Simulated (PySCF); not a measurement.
An element was calculated at r2SCAN (PySCF 2.14, spin-free X2C, a triple-zeta basis, no spin-orbit coupling), in the ground configurations that NIST lists.

| Property | Result |
| --- | --- |
| first ionisation energy | 5.660 eV |
| second ionisation energy | 11.626 eV |
| third ionisation energy | 23.655 eV |

Problem. Which element is it?

Solution. Dysprosium (Dy, Z = 66), in ANO-RCC-VTZP. NIST lists 5.939, 11.647 ± 0.02, 22.89 ± 0.03 eV for these ionisation energies.
